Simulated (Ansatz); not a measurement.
Consider the formal hydrolysis of the Si–O bond: `CO[Si](C)(N)F` + H₂O → `C[Si](N)(O)F` + CH₃OH.

Program: Ansatz. Geometries: PBE0-D4/def2-TZVP. ΔE: electronic, gas phase. CBS: MP2 limit from def2 TZ/QZ plus the TZ coupled-cluster correction, frozen cores. This one scheme is used for every species. Functionals use def2-TZVPP. Each species was taken in one conformer, which may not be the lowest.

```tsv
level	ΔE (kcal/mol)
PBE-D4	0.1
CCSD/CBS(def2)	0.6
```

Task: What does CCSD(T)/CBS give? (Estimate.)

Result: Ansatz gave: +0.8 kcal/mol. The listed levels differ from it by -0.7, -0.2 kcal/mol.

Largest T1 diagnostic among the species: 0.011.

In def2-TZVPP, CCSD(T) changes the Hartree–Fock value by +1.5 kcal/mol (the triples alone add +0.2 kcal/mol) and MP2 by +1.7 kcal/mol. The D4 term adds +1.5 kcal/mol with B3LYP and +0.9 kcal/mol with PBE0; it sums over pairs of atoms, weighted by their polarisabilities, and B3LYP, whose exchange is more repulsive, gets the larger term.

B3LYP here is the variant with VWN-RPA as its local correlation; programs differ in this.
